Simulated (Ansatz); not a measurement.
```yaml
atoms:
  - { symbol: Sc, position_ang: [-0.0027, 0.0044, -0.4606] }
  - { symbol: O, position_ang: [-0.0026, -0.0024, 1.1958] }
```

Basis set: STO-3G (spherical functions). Frozen core: 6 orbitals. Charge 0, multiplicity 2.

Computed with Ansatz (development build ahead of 0.2.0); each method stands on the lowest determinant of its kind that the runs found.

(1) Give the atomization energy at this shape (free ground-state atoms in the same class of orbitals less the molecule, no zero-point energy) of doublet ScO by UHF-MP2, UHF.

## Answers

(1)

```
 method  atomization energy
UHF-MP2        480.2 kJ/mol
    UHF        339.0 kJ/mol
```

Caution: a free atom is spin contaminated; the shape is not the minimum.

This basis has no polarisation functions and is too small for such energies, which can lie far from measured ones in either direction.
